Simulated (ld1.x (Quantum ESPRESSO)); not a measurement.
# Before and after: TM potential for tantalum (Ta)

```json
{
 "Element": "Ta",
 "Generator": "ld1.x (Quantum ESPRESSO) 7.5",
 "Type": "norm-conserving Troullier–Martins (Kleinman–Bylander form)",
 "Functional": "BLYP",
 "Relativity": "scalar-relativistic",
 "Frozen core": "[Xe] 4f14",
 "Valence charge": "5",
 "Reference configuration": "5d3 6s1.75 6p0 (charge +0.25)",
 "Partial waves": "6s (bound): rc 2.70 bohr; 6p (bound, empty): rc 2.90 bohr; 5d (bound): rc 2.10 bohr",
 "Local potential": "the d channel",
 "Core correction": "a·sin(br)/r model core inside 1.60 bohr"
}
```

Change: all radii but the core radius scaled by about 1.37 (s 3.72, p 3.98, d 2.88 bohr).

Cutoffs: the cutoffs (Ry, on a coarse ladder) from which the occupation-weighted sum of valence levels, in a spherical-Bessel basis at the reference potential, stays within 10 and 1 mRy of its value at 400 Ry; they do not see the model core or the augmentation charge, which bear on the density cutoff. Errors are all-electron minus pseudo energies relative to the spin-unpolarised reference configuration.

Problem. How do hardness, ghosts and transferability respond?

Solution. The potential gets softer (30 Ry and 35 Ry → 21 Ry and 25 Ry); the bound ghosts move from p, s to s; of the 7 tests that both files solve, the error grows in 3 and shrinks in 3 by more than 15 % and 0.3 meV (median size 19.3 → 7.6 meV). A larger radius leaves more room for a smooth pseudo-wave, so fewer plane waves are needed.

| quantity | base | changed |
| --- | --- | --- |
| cutoff, loose | 30 Ry | 21 Ry |
| cutoff, tight | 35 Ry | 25 Ry |
| loose cutoff by channel (10 mRy a level) | s 6 Ry, d 21 Ry | s 6 Ry, d 18 Ry |
| bound ghosts | s, p | s |
| error for 5d3 6s2 6p0, meV [ΔE -1.51 eV] | +0.4 | +0.5 |
| error for 5d3 6s1 6p0, meV [ΔE 6.88 eV] | -5.6 | -7.6 |
| error for 5d3 6s0 6p0, meV [ΔE 21.93 eV] | -30 | -62 |
| error for 5d3 6s0 6p2, meV [ΔE 7.14 eV] | -19 | -5.2 |
| error for 5d2 6s2 6p0, meV [ΔE 6.03 eV] | -61 | -33 |
| error for 5d4 6s1 6p0, meV [ΔE 0.60 eV] | -37 | -9.8 |
| error for 5d3 6s1 6p1, meV [ΔE 2.66 eV] | -2.6 | -6.4 |

Base: These tests converged, but a pseudo level misses the all-electron one widely, so the file describes the atom poorly there or has found another state: 5d3 6s0 6p0: empty 6p by 2.4 eV. A true bound ghost makes a file unfit for plane-wave use even where its test errors are small: the radial tests pick states by their node count and pass the ghost by.
